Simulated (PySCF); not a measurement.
Predicted microwave data (PySCF 2.14.0, PBE0-D3(BJ)/def2-SVP geometry optimisation, gas phase) for one isomer of C3H8BrGeN:

| Quantity | Value |
| --- | --- |
| Rotational constants | A = 2119, B = 1041, C = 869.3 MHz |
| Dipole components | \|μa\| = 2.98 D, \|μb\| = 0.43 D, \|μc\| = 1.01 D |
| Inertial defect | -142.54 u·Å² |
| κ | -0.72 |

Question: Which candidate fits, each taken in the one conformer that was computed?
A. `[CH2:1]=[CH:2][CH2:3][NH:4][GeH2:5][Br:6]` with C1–C2–C3–N4 -2°, C2–C3–N4–Ge5 -104°, C3–N4–Ge5–Br6 -64°
B. `[CH2:1]=[C:2]([CH3:3])[Ge@@H:4]([NH2:5])[Br:6]` with C1–C2–Ge4–N5 124°, C2–Ge4–N5–H -64° and 64°
C. `[CH2:1]=[CH:2][CH2:3][Ge@H:4]([NH2:5])[Br:6]` with C1–C2–C3–Ge4 -99°, C2–C3–Ge4–N5 51°, C3–Ge4–N5–H -177° and -48°

Answer: B. It is C=[C](C)[Ge@@H]([NH2])[Br], an asymmetric top, point group C1. The candidates at the same level (rigid rotor, commonest isotopes):

```
                    SMILES  A (MHz)  B (MHz)  C (MHz)  μa (D)  μb (D)  μc (D)  Δ (u·Å²)  point group                        rotor
 C=C[CH2][Ge@H]([NH2])[Br]     2267    936.2    793.1    1.66    0.73    0.28   -125.53           C1               asymmetric top
C=[C](C)[Ge@@H]([NH2])[Br]     2119     1041    869.3    2.98    0.43    1.01   -142.54           C1               asymmetric top
        C=CC[NH][GeH2][Br]     3501    665.9    590.7    1.78    0.44    0.88    -47.76           C1  near-prolate asymmetric top
```

`C=CC[NH][GeH2][Br]` has A 65 % too high; `C=C[CH2][Ge@H]([NH2])[Br]` has B 10 % too low. No structure here is proved a minimum.
